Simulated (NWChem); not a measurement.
System: C3H7FOSi; SMILES C=C[Si@H](F)CO

The following NWChem deck was run.

```
start job
memory heap 200 mb stack 900 mb global 1100 mb
geometry units angstroms noautosym nocenter noautoz
  C      0.113563    -2.629375    -0.508383
  C      0.757378    -1.691104     0.216685
  Si     0.015723    -0.014576     0.560604
  F     -1.522469    -0.013547    -0.059256
  C      0.830928     1.435174    -0.354799
  O     -0.007292     2.585525    -0.248507
  H     -0.897917    -2.448248    -0.910827
  H      0.560412    -3.614878    -0.726156
  H      1.766958    -1.923256     0.606378
  H     -0.099013     0.280282     2.028714
  H      1.810960     1.692629     0.101735
  H      1.050915     1.150276    -1.415077
  H     -0.886743     2.317350    -0.577688
end
basis spherical
  C library 6-31g*
  Si library 6-31g*
  F library 6-31g*
  O library 6-31g*
  H library 6-31g*
end
dft
  xc xpbe96 cpbe96
  iterations 150
end
property
  efieldgrad
end
task dft property
```

Structure relaxed at the PBE-D3(BJ)/def2-SVP level.

Vzz is the largest principal value of the second derivative of the potential at the nucleus (NWChem prints the opposite sign); η is the asymmetry. Non-relativistic.

Atoms are numbered as in the input.

### Question
Give the results of this calculation. (PBE/6-31G* (spherical d).) Quantities: Vzz O6 (a.u.); η O6.

### Answer
- Vzz O6 (a.u.): -1.840
- η O6: 0.78
